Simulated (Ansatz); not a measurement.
CH5GeO can be A, `[CH3][GeH2][O]`•, or B, `C[O][GeH2]`•.

Program: Ansatz. Geometries: PBE0-D4/def2-TZVP. ΔE: electronic, gas phase. CCSD(T)/CBS is the MP2 limit (def2-TZVPP, def2-QZVPP) plus CCSD(T) − MP2 in def2-TZVPP, frozen cores. DFT in def2-TZVPP. Open shells (•) are unrestricted, without spin–orbit coupling. For Ge outer-core shells are correlated without core-valence functions, which leaves a few kJ/mol of doubt a bond. Scalar relativity is left out up to krypton.

A:

```xyz
8

C     0.825   -0.386    0.494
Ge   -0.749    0.245   -0.466
O    -0.727    2.016   -0.162
H     0.733   -0.151    1.554
H     1.720    0.089    0.093
H     0.907   -1.467    0.372
H    -2.057   -0.343    0.097
H    -0.651   -0.003   -1.983
```

B:

Z-matrix (Å, degrees):
```
C
O 1 1.407
H 1 1.098 2 112.3
H 1 1.096 2 111.6 3 122.0
H 1 1.093 2 108.0 3 -119.2
Ge 2 1.781 1 120.1 3 -45.0
H 6 1.558 2 107.2 1 44.7
H 6 1.547 2 103.7 1 163.7
```

Q: Which is lower in electronic energy at CCSD(T)/CBS, and by how much? (An estimate is asked.)

A: Ansatz gave: B, by 11.4 kcal/mol.

Q: Give E(B) − E(A) in kcal/mol with HF/def2-TZVPP, ωB97M-V, B2PLYP, PBE0-D4, LDA (SPW92), CCSD(T)/def2-SVP, r2SCAN-D4. (Best estimate.)

A: Ansatz gave: HF/def2-TZVPP 2.1, ωB97M-V -12.6, B2PLYP -12.6, PBE0-D4 -11.9, LDA (SPW92) -21.7, CCSD(T)/def2-SVP -12.9, r2SCAN-D4 -11.1. The order is the other way round with HF/def2-TZVPP.

Q: Does the order hold for the free energy at 298.15 K (harmonic terms from PBE0-D4)? (Estimate.)

A: The calculation gave: Yes: G(B) − G(A) = -10.1 kcal/mol.

Largest T1 diagnostic: 0.015.

Leaving LDA and LC-ωPBE aside and taking each functional with its dispersion term where it has one, the values, not all of them listed here, spread over 6.8 kcal/mol, from PBE-D4 to BHLYP-D4. LDA lies −7.1 kcal/mol from PBE without D4. From r2SCAN to r2SCAN0 (25 % exact exchange), in def2-TZVPP and without D4, E(B) − E(A) moves by +1.9 kcal/mol.
